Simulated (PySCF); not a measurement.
C2H2BrS (charge -1).
Cartesian coordinates in Å at the PBE0-D3(BJ)/def2-SVP level; atoms count from 1:
```
atom  x, y, z in Å
C1    -0.9186   -0.0524    0.0023
C2     0.4296   -0.1616    0.0011
S3     1.5153   -1.4125    0.1333
Br4    1.2505    1.7710   -0.2312
H5    -1.4335    0.9028   -0.1035
H6    -1.5059   -0.9694    0.1146
```

Computed, not measured: delta-SCF UKS SCAN, pcX-2 on the ionised atom, pcseg-1 elsewhere, spin-free X2C (PySCF 2.14.0). Each 1s hole has a ground state of its own, since the core basis sits on the ionised atom alone.

```csv
ionised atom,basis functions,E(ground) (Eh),E(ionised) (Eh)
C1,114,-3075.41576,-3064.95019
C2,114,-3075.41807,-3064.87734
S3,125,-3075.54552,-2984.76107
```

What are the 1s binding energies?

E(ionised) − E(ground), at 27.2114 eV a hartree:

| atom | environment | difference (Eh) | binding energy (eV) |
| --- | --- | --- | --- |
| C1 | carbon bonded to C and 2 H | 10.46557 | 284.78 |
| C2 | fully substituted alkene carbon | 10.54073 | 286.83 |
| S3 | sulfur bonded to C | 90.78445 | 2470.37 |

How much do the ground-state energies differ, and what would follow from using one of them for all holes?

They run from -3075.5455 Eh (core basis on S3) to -3075.4158 Eh (on C1), 0.1297 Eh or 3.53 eV apart, though the state is the same; only basis and grid differ. Pairing the ion of C1 with the ground state of S3 would put its binding energy 3.53 eV too high.

Only 1s holes are shown. Spin contamination (⟨S²⟩ against 0.75 for a pure doublet) is marked for C 1s of C2 (0.93), which makes this value less certain. The species carries charge -1, so core ionisation leaves a neutral species. The basis sets have no added diffuse functions. Isolated species at its PBE0-D3(BJ)/def2-SVP geometry, gas phase.

On Arm Neoverse V1, one thread, on a shared host, this took 13 s.
